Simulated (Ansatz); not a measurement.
Molecule: sum formula SiN$_{3}$H$_{6}$, charge 0, multiplicity 2. It need not be the lowest isomer of its formula. SMILES: [SiH](N)(N)[NH]
Structure (B3LYP-D3(BJ)/def2-TZVP (Ansatz, an electronic-structure program) minimum search):
```xyz
10

Si    -0.1049     0.0798     0.3409
N     -0.4900     1.5868    -0.4643
N     -0.9460    -1.2194    -0.4079
N      1.5728    -0.2762     0.2385
H     -0.3743     0.2975     1.7789
H     -0.6190     1.4989    -1.4758
H     -0.8483    -2.1587    -0.0523
H     -1.8675    -1.0729    -0.7897
H      2.2280     0.1814     0.8534
H      1.9920    -0.5012    -0.6512
```
Charge 0, spin multiplicity 2.

Quantity: atomisation energy (electronic, to ground-state atoms), in kcal/mol. Valence correlation only, unless marked. UHF or UKS for open shells. Spin-orbit coupling is left out. Non-relativistic. The coupled-cluster limit lacks core correlation, which all-electron functionals hold. CBS marks a two-point X^-3 extrapolation of the correlation energy; Hartree-Fock from the larger set.

```tsv
level	program	atomisation energy (kcal/mol)
PBE0/def2-SVP	Ansatz	?
B2PLYP-D3(BJ)/def2-TZVPD	Ansatz + dftd3	790.6
CCSD/aug-cc-pV(Q+d)Z	Ansatz	?
CCSD(T)/CBS(aug-cc-pV(T+d)Z,aug-cc-pV(Q+d)Z)	Ansatz	797.8
```

Q: Complete the blanks.

A: 
- PBE0/def2-SVP, atomisation energy (kcal/mol): 777.2
- CCSD/aug-cc-pV(Q+d)Z, atomisation energy (kcal/mol): 775.7
